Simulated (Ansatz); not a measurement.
C$_{2}$H$_{5}$GeN, SMILES `N=[C]1[CH2][GeH2]1`. The species carries charge 0 and has multiplicity 1.

Cartesian coordinates in Å:
```
N 1.058 -1.254 1.205
C 0.390 -0.526 0.436
C 0.064 0.908 0.181
Ge -0.808 -0.370 -1.068
H 1.555 -0.685 1.901
H -0.550 1.408 0.929
H 0.873 1.532 -0.196
H -2.307 -0.596 -0.893
H -0.274 -0.417 -2.496
```

(1) What are the harmonic wavenumbers in cm⁻¹ at PBE0-D4/def2-TZVP (Ansatz, finite differences of forces, unscaled)? (An estimate is asked.)

(2) Is this a minimum?

(3) Give the ideal-gas thermochemistry at 298.15 K and 1 bar (rigid rotor, harmonic oscillator; point group Cs, symmetry number 1).

Results:

(1) Computed: 103, 324, 412, 473, 482, 559, 593, 722, 820, 849, 931, 954, 1062, 1234, 1379, 1790, 2183, 2206, 3101, 3186, 3368.

(2) Yes, all 21 modes are real.

(3) Zero-point energy 159.9 kJ/mol; H(298) − E = 176.7 kJ/mol; entropy 312.6 J/(mol·K), of which translation 168.1, rotation 106.6, vibration 37.8; G(298) − E = 83.5 kJ/mol.
